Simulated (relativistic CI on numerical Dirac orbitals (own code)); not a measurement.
# In XXXV: q coefficients and field-shift factors

These numbers are calculated, not measured: Dirac-Coulomb-Breit CI, separate exchange-only KLI orbitals for each configuration, derivatives by finite differences, unscaled Slater integrals, QED left out (own radial code, finite nucleus).

CI space (outside the closed core [Ne]): 3s²3p³, 3s3p⁴, 3s²3p²3d, 3p⁵, 3s3p³3d, 3p⁴3d, 3s²3p3d², 3s²3d³, 3s3p3d³, 3p³3d², 3p²3d³. Double excitations out of closed p, d and f shells are left out; levels of such configurations are missing from the list, as are those of other unlisted configurations, and high levels can miss mixing partners.

With x = (α/α₀)² − 1 an excitation energy changes as ω = ω₀ + qx; K = 2q/ω₀ is the relative enhancement. Terms are leading LS components, so labels can repeat. The field-shift factor is F = δν/δ⟨r²⟩ for the transition from the lowest level.

Lowest level 3s²3p³ ²P°3/2.

| Level | ω₀ (cm⁻¹) | q (cm⁻¹) | K | F (GHz/fm²) |
| --- | --- | --- | --- | --- |
| 3s²3p³ ⁴S°3/2 | 346460 | 422500 | 2.44 | -10.3 |
| 3s²3p³ ²D°5/2 | 405875 | 427200 | 2.1 | -10.5 |
| 3s²3p³ ²P°1/2 | 477536 | 431100 | 1.81 | -12.3 |
| 3s²3p³ ²P°3/2 | 829906 | 863700 | 2.08 | -26.1 |
| 3s²3p²3d ⁴F3/2 | 1085762 | 80240 | 0.148 | -52.9 |
| 3s3p⁴ ⁴P5/2 | 1085908 | 445400 | 0.82 | -404 |
| 3s3p⁴ ⁴P1/2 | 1263331 | 543000 | 0.86 | -439 |
| 3s²3p²3d ⁴F5/2 | 1269169 | 203200 | 0.32 | -56.2 |
| 3s3p⁴ ⁴P3/2 | 1274454 | 488900 | 0.767 | -348 |
| 3s²3p²3d ⁴D3/2 | 1447446 | 550600 | 0.761 | -133 |
| 3s²3p²3d ²F5/2 | 1448323 | 463800 | 0.641 | -27.3 |
| 3s²3p²3d ⁴D1/2 | 1457369 | 471400 | 0.647 | -33.8 |
| 3s3p⁴ ⁴P3/2 | 1462379 | 698200 | 0.955 | -231 |

At this charge energies of transitions that change n are usually good to better than 1 %, and those within a shell (Δn = 0) to a few per cent.
